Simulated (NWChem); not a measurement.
Molecule: Si2NH5ClF; SMILES N[Si@@H](Cl)[SiH2]F

```xyz
10

N     -1.9976    -0.5114    -0.2366
Si    -0.3964    -0.4377     0.3893
Cl     0.9134    -1.9526    -0.3008
Si     0.6591     1.5530    -0.2594
F     -0.1172     2.8411     0.3505
H     -2.6493    -1.2013     0.1206
H     -2.1855    -0.3051    -1.2108
H     -0.5031    -0.6557     1.8517
H      2.0607     1.5685     0.2357
H      0.6551     1.6611    -1.7449
```
Atoms are numbered in this order, from 1.

All runs: NWChem. Pople sets run with spherical d functions. All runs use the structure optimised with B3LYP/6-31G* (spherical d). Absolute isotropic GIAO shieldings of the H sites, static isolated molecule.

```
row  σ, Hartree-Fock/6-31G* (ppm)  σ, KT2/pcSseg-1 (ppm)
---  ----------------------------  ---------------------
H10                         27.31                  25.82
H8                          27.36                  25.61
H9                          27.38                  25.83
H6                          31.25                  29.43
H7                          31.72               withheld
```

Question: Fit a straight line of the last column on the one before it, predict the withheld value, and compare with the run.

Answer: 
1. Means of the 4 shown rows: x = 28.325, y = 26.672. Slope Σ(x − x̄)(y − ȳ)/Σ(x − x̄)² = 10.75/11.41 = 0.9424; intercept -0.021.
2. The shown rows scatter about the line by 0.096 (root mean square); the largest residual is -0.15, at H8.
3. At x = 31.72 (H7; beyond the shown range) the line gives 29.87.
4. The run gives 29.95, +0.08 from the line, 0.8 times the scatter.
